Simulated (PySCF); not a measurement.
# UHF on In²⁺ (indium, charge +2)

Configuration: [Kr] 4d10 5s1, 2S determinant. Calculation: PySCF 2.14, in cc-pVTZ-PP with ECP28MDF; scalar relativity through the core potential.

* Total energy: -188.393576 hartree
* One-electron energy: -321.4923 hartree
* Hartree (Coulomb) energy: 148.5697 hartree
* Exchange energy: -15.4710 hartree
* ⟨S²⟩: 0.7507
* ⟨L²⟩: 0.000
* Sum of ⟨r⟩: 21.44 bohr
* Sum of ⟨r²⟩: 29.92 bohr²
* Time after the integrals: 0.06 s of wall time on 1 thread of Intel(R) Xeon(R) 6975P-C (shared host)

```tsv
shell	electrons	mean orbital energy (eV)	rms radius, mean of both spins (bohr)
4s α	1	-164.04	0.912
4s β	1	-163.71	0.912
4p α	3	-116.47	0.994
4p β	3	-116.36	0.994
4d α	5	-45.283	1.25
4d β	5	-45.047	1.25
5s α	1	-26.763	2.57
```

Energies and moments cover only the electrons outside the core potential.
